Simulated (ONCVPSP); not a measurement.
# gold: one change to an ONCV potential, before and after

ONCVPSP 4.0.1 input, shortened (lines: element, Z, core and valence counts, functional; n l f; lmax; l rc ep ncon nbas qcut; lloc lpopt rc5 dvloc0; l nproj debl; icmod fcfact rcfact), LDA (Perdew-Zunger), scalar-relativistic:

```
  Au 79.00   10    3        3      upf
    1    0    2.00
    2    0    2.00
    2    1    6.00
    3    0    2.00
    3    1    6.00
    3    2   10.00
    4    0    2.00
    4    1    6.00
    4    2   10.00
    4    3   14.00
    5    0    2.00
    5    1    6.00
    5    2    9.00
    2
    0    1.50    0.00    4    9    6.10
    1    1.25    0.00    5   10    6.70
    2    2.30    0.00    4    9    7.00
    4    5    0.90    4.00
    0    3    3.80
    1    1    1.30
    2    2    0.40
    0    0.00    0.00
```

In the s channel the program set the typed energies aside and used -4.794, 0.050, 3.850 Ha. In the d channel the program set the typed energies aside and used -1.015, 0.250 Ha.

Change: s: qcut 4.2.

Cutoffs: the cutoffs (Ha) at which the residual kinetic energy of the hardest occupied pseudo-wave falls to 1 and 0.1 mHa per electron; they do not see the model core or the augmentation charge, which bear on the density cutoff. Errors are all-electron minus pseudo energies relative to the spin-unpolarised reference configuration.

**Question.** Predict the effect on cutoff, ghosts and configuration errors.

**Answer.** The potential gets neither clearly harder nor softer (179 Ha and 216 Ha → 179 Ha and 216 Ha); the p channel sets the loose cutoff, while the largest relative change is in s, which becomes harder; the errors of the 4 common tests hardly move; neither file shows a bound ghost.

```csv
quantity,base,changed
"cutoff, loose",179 Ha,179 Ha
"cutoff, tight",216 Ha,216 Ha
loose cutoff by channel,"s 18 Ha, p 179 Ha, d 17 Ha","s 60 Ha, p 179 Ha, d 17 Ha"
bound ghosts,none,none
GHOST(+) flags under 300 eV,s at 230.0 eV,s at 237.2 eV
"error for 5s2 5p6 5d10 6s1, meV [ΔE -31.28 eV]",+7.6,+7.2
"error for 5s2 5p6 5d10, meV [ΔE -21.50 eV]",+10,+10
"error for 5s2 5p6 5d8, meV [ΔE 34.17 eV]",+7.6,+7.6
"error for 5s2 5p6 5d7, meV [ΔE 82.17 eV]",+63,+63
s: phases at 1.52 bohr within 0.05 rad from the reference energy up to (Ha; the scan ends near 5),to the end of the scan,to the end of the scan
p: phases at 1.27 bohr within 0.05 rad from the reference energy up to (Ha; the scan ends near 5),0.2,0.2
d: phases at 2.34 bohr within 0.05 rad from the reference energy up to (Ha; the scan ends near 5),to the end of the scan,to the end of the scan
```
